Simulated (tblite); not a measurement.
Record of a relaxation.

Compound: C4H10GaN.
Bonds: Ga1–N2, N2–C3, C3–C4, C4–C5, C5–C6, N2–C6. Hydrogens: H7, H8 on Ga1; H9, H10 on C3; H11, H12 on C4; H13, H14 on C5; H15, H16 on C6.

Computed with GFN2-xTB (tblite), gas phase: L-BFGS steps from a force-field or distance-geometry start until the largest atomic force falls under 0.01 eV/Å. 6 of its 85 geometries are shown.

Step 0: E = -482.8324 eV, largest atomic force 1.909 eV/Å
```
atom  x, y, z in Å  |  force x, y, z in eV/Å
Ga1     2.272    0.755    0.100   -0.888  -1.067  -0.705
N2      0.825   -0.600   -0.157    1.718   0.593   0.460
C3     -0.115   -0.254   -1.184   -0.797   0.367   0.283
C4     -1.010    0.717   -0.410   -0.858  -0.624  -0.244
C5     -1.351   -0.225    0.765   -1.074   0.513  -1.120
C6     -0.019   -0.868    1.011    0.871  -1.420   0.933
H7      2.049    2.158   -0.626    0.340   0.061   0.149
H8      3.531   -0.136    0.358    0.215   0.377   0.154
H9      0.335    0.199   -2.071    0.114  -0.271  -0.004
H10    -0.744   -1.142   -1.381    0.416   0.163  -0.623
H11    -1.913    1.000   -0.960    0.244   0.352   0.149
H12    -0.376    1.536   -0.076   -0.236   0.422  -0.031
H13    -2.082   -0.944    0.315    0.370   0.390   0.858
H14    -1.773    0.300    1.615   -0.079  -0.137   0.088
H15     0.443   -0.506    1.961   -0.100  -0.220  -0.507
H16    -0.079   -1.982    1.088   -0.257   0.500   0.161
```

Step 17: E = -483.3933 eV, largest atomic force 0.188 eV/Å
```
atom  x, y, z in Å  |  force x, y, z in eV/Å
Ga1     2.301    0.568   -0.068   -0.129  -0.059   0.068
N2      0.821   -0.608   -0.134    0.089   0.114  -0.033
C3     -0.120   -0.209   -1.184    0.123  -0.029  -0.034
C4     -1.114    0.665   -0.437    0.006   0.030  -0.009
C5     -1.378   -0.202    0.789   -0.038   0.030   0.071
C6     -0.035   -0.925    1.029    0.101   0.064  -0.144
H7      2.252    2.054   -0.609   -0.035  -0.036  -0.099
H8      3.697    0.099    0.457   -0.043  -0.094   0.048
H9      0.399    0.313   -1.996    0.062   0.079  -0.034
H10    -0.630   -1.083   -1.607    0.027  -0.099   0.034
H11    -2.012    0.907   -1.000   -0.032   0.008  -0.008
H12    -0.589    1.579   -0.136   -0.098   0.085  -0.032
H13    -2.156   -0.927    0.563   -0.069  -0.087  -0.018
H14    -1.700    0.381    1.644    0.013   0.089   0.165
H15     0.455   -0.594    1.950   -0.038  -0.120   0.030
H16    -0.200   -2.008    1.085    0.062   0.024  -0.005
```

Step 34: E = -483.5529 eV, largest atomic force 0.209 eV/Å
```
atom  x, y, z in Å  |  force x, y, z in eV/Å
Ga1     2.432    0.520   -0.026   -0.015   0.072   0.043
N2      0.829   -0.348   -0.040    0.102   0.025  -0.084
C3     -0.051   -0.008   -1.145   -0.039  -0.024   0.013
C4     -1.306    0.561   -0.468   -0.113  -0.039  -0.088
C5     -1.337   -0.129    0.910   -0.065   0.051  -0.055
C6     -0.042   -0.959    0.949    0.098  -0.019  -0.095
H7      2.520    1.661   -1.103    0.129  -0.135   0.094
H8      3.593    0.039    0.894   -0.011   0.064  -0.012
H9      0.449    0.708   -1.818   -0.137  -0.075   0.042
H10    -0.303   -0.916   -1.716   -0.014   0.068   0.001
H11    -2.204    0.354   -1.050   -0.010   0.017  -0.004
H12    -1.205    1.641   -0.357   -0.006  -0.016   0.030
H13    -2.212   -0.769    1.032    0.058   0.076  -0.017
H14    -1.342    0.619    1.700    0.004  -0.014   0.068
H15     0.435   -0.973    1.930    0.031   0.013   0.056
H16    -0.262   -1.993    0.654   -0.010  -0.066   0.007
```

Step 50: E = -483.6013 eV, largest atomic force 0.121 eV/Å
```
atom  x, y, z in Å  |  force x, y, z in eV/Å
Ga1     2.464    0.491    0.038    0.033   0.007  -0.023
N2      0.819   -0.265   -0.093   -0.016  -0.048   0.044
C3     -0.096    0.092   -1.164    0.032  -0.062  -0.005
C4     -1.411    0.501   -0.468    0.008  -0.012  -0.041
C5     -1.288   -0.097    0.946   -0.023   0.033   0.001
C6     -0.015   -0.953    0.871   -0.035  -0.007   0.055
H7      2.855    1.356   -1.189    0.019   0.044  -0.025
H8      3.465    0.127    1.164   -0.039  -0.027   0.057
H9      0.354    0.874   -1.788   -0.103   0.050  -0.004
H10    -0.274   -0.791   -1.790   -0.046  -0.022  -0.110
H11    -2.273    0.087   -0.994    0.057   0.080  -0.016
H12    -1.511    1.586   -0.430   -0.011  -0.063   0.005
H13    -2.159   -0.688    1.226    0.020   0.018  -0.007
H14    -1.156    0.699    1.680    0.013  -0.005   0.023
H15     0.490   -1.051    1.834    0.069   0.007   0.060
H16    -0.270   -1.959    0.506    0.023   0.007  -0.014
```

Step 67: E = -483.6182 eV, largest atomic force 0.038 eV/Å
```
atom  x, y, z in Å  |  force x, y, z in eV/Å
Ga1     2.452    0.485    0.040    0.005   0.006  -0.001
N2      0.814   -0.272   -0.171    0.013  -0.023  -0.011
C3     -0.138    0.083   -1.211   -0.003  -0.003   0.016
C4     -1.424    0.490   -0.464   -0.010   0.011   0.008
C5     -1.254   -0.098    0.949   -0.017   0.012   0.004
C6      0.028   -0.938    0.851   -0.008   0.015   0.003
H7      3.001    1.317   -1.151    0.005   0.009   0.009
H8      3.265    0.116    1.308    0.014  -0.001   0.012
H9      0.271    0.889   -1.833   -0.014  -0.029  -0.020
H10    -0.338   -0.786   -1.854    0.002   0.011   0.010
H11    -2.305    0.091   -0.963   -0.011  -0.002  -0.010
H12    -1.518    1.575   -0.419    0.001   0.003  -0.003
H13    -2.109   -0.699    1.253   -0.010  -0.010  -0.001
H14    -1.118    0.702    1.678    0.013   0.002   0.002
H15     0.586   -0.982    1.793    0.008  -0.014  -0.002
H16    -0.219   -1.963    0.539    0.012   0.011  -0.016
```

Step 84: E = -483.6201 eV, largest atomic force 0.009 eV/Å
```
atom  x, y, z in Å  |  force x, y, z in eV/Å
Ga1     2.445    0.500    0.047   -0.008   0.004  -0.001
N2      0.816   -0.274   -0.189   -0.004   0.003  -0.006
C3     -0.151    0.058   -1.221   -0.005   0.001  -0.002
C4     -1.416    0.505   -0.462    0.002   0.001   0.007
C5     -1.252   -0.102    0.945    0.000  -0.001   0.005
C6      0.038   -0.932    0.845    0.000   0.000  -0.002
H7      3.013    1.370   -1.108   -0.002  -0.004  -0.001
H8      3.243    0.105    1.319    0.002   0.005   0.005
H9      0.250    0.833   -1.884    0.002  -0.003   0.001
H10    -0.376   -0.833   -1.824    0.000   0.002  -0.002
H11    -2.317    0.145   -0.957    0.004   0.002  -0.001
H12    -1.466    1.592   -0.407    0.008  -0.003  -0.003
H13    -2.103   -0.716    1.233   -0.003   0.000  -0.002
H14    -1.129    0.688    1.687    0.004   0.004  -0.001
H15     0.602   -0.970    1.784   -0.001  -0.004   0.005
H16    -0.204   -1.960    0.540    0.001  -0.007  -0.003
```

**Question.** Summarise the path.

**Answer.** The energy falls by 0.7877 eV from step 0 to step 84; nine tenths of that is first reached at step 33. It falls at every step. The largest force goes from 1.909 to 0.009 eV/Å. Among the bonds Ga1–N2 changes most, from 1.999 to 1.819 Å; the atoms move by 0.732 Å rms after alignment.

The cost below is that of the whole relaxation. Time: 1.5 s of wall time. Hardware: an Intel Xeon at 2.50 GHz with one thread, shared host with 64 logical CPUs at a one-minute load of 59.
